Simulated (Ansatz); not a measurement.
Consider the redistribution: `C#[C][GaH][CH3]` + `C[CH2][SnH3]` → `[CH3][GaH2]` + `C#C[CH](C)[SnH3]`.

Program: Ansatz. Geometries: PBE0-D4/def2-TZVP. ΔE: electronic, gas phase. CBS: MP2 limit from def2 TZ/QZ plus the TZ coupled-cluster correction, frozen cores. Elements past krypton have def2 core potentials. For Ga, Sn outer-core shells are correlated without core-valence functions, which leaves a few kJ/mol of doubt a bond. Scalar relativity is left out up to krypton.

```csv
level,ΔE (kcal/mol)
MP2/def2-QZVPP,14.4
SCS-MP2/def2-QZVPP,14.9
```

(1) What does CCSD(T)/CBS give? (Estimate.)

Largest T1 diagnostic among the species: 0.013.

## Answers

(1) Computed: +14.9 kcal/mol. The listed levels differ from it by -0.5, 0.0 kcal/mol.

The D4 term adds −1.3 kcal/mol with B3LYP and −0.7 kcal/mol with PBE0; it sums over pairs of atoms, weighted by their polarisabilities, and B3LYP, whose exchange is more repulsive, gets the larger term.

B3LYP here is the variant with VWN-RPA as its local correlation; programs differ in this.
